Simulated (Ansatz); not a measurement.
Conformers of F₂H₆N₂OSi₂, SMILES `N[SiH](O)[Si](N)(F)F`, each relaxed with PBE0-D4/def2-TZVP in Ansatz. CBS adds the triple-zeta coupled-cluster correction to the MP2 limit.

Not all of them had a frequency check.

Conformer A:

Cartesian coordinates in Å:
```
N -1.829 -0.126 1.314
Si -0.143 0.074 1.174
O 0.813 -1.245 1.473
Si 0.187 0.726 -1.053
N 1.476 -0.141 -1.728
F -1.111 0.409 -1.937
F 0.340 2.311 -1.200
H -2.312 -0.221 2.191
H -2.415 -0.332 0.523
H 0.328 1.043 2.189
H 0.682 -2.010 0.909
H 1.720 -0.095 -2.704
H 2.264 -0.391 -1.152
```

Conformer B:

```xyz
13

N    -1.565   -1.128   -0.539
Si   -0.357   -0.114   -1.226
O     0.883   -1.014   -1.831
Si    0.341    1.177    0.601
N     1.233    0.223    1.685
F    -0.952    1.850    1.270
F     1.290    2.402    0.228
H    -2.183   -0.749    0.162
H    -2.050   -1.802   -1.113
H    -0.780    0.684   -2.406
H     1.382   -1.530   -1.194
H     1.908    0.632    2.312
H     0.850   -0.633    2.053
```

(1) Which is lowest in electronic energy at CCSD(T)/CBS (frozen core, def2 sets), and by how much? (Best estimate.)

(2) Give the energies relative to A (kJ/mol) with PBE-D4/def2-TZVPP, B3LYP-D4/def2-TZVPP, ωB97M-V/def2-TZVPP, SCS-MP2/def2-TZVPP, SCS-MP2/def2-QZVPP, MP2/CBS(def2), CCSD/CBS(def2). (Best estimate.)

Results:

(1) The calculation gave: A; B lies 5.8 kJ/mol higher.

(2) Computed: 
```json
{"level": "PBE-D4/def2-TZVPP", "B": "6.5"}
{"level": "B3LYP-D4/def2-TZVPP", "B": "6.1"}
{"level": "ωB97M-V/def2-TZVPP", "B": "6.6"}
{"level": "SCS-MP2/def2-TZVPP", "B": "5.0"}
{"level": "SCS-MP2/def2-QZVPP", "B": "5.4"}
{"level": "MP2/CBS(def2)", "B": "6.1"}
{"level": "CCSD/CBS(def2)", "B": "5.6"}
```

B3LYP here is the variant with VWN-RPA as its local correlation; programs differ in this.
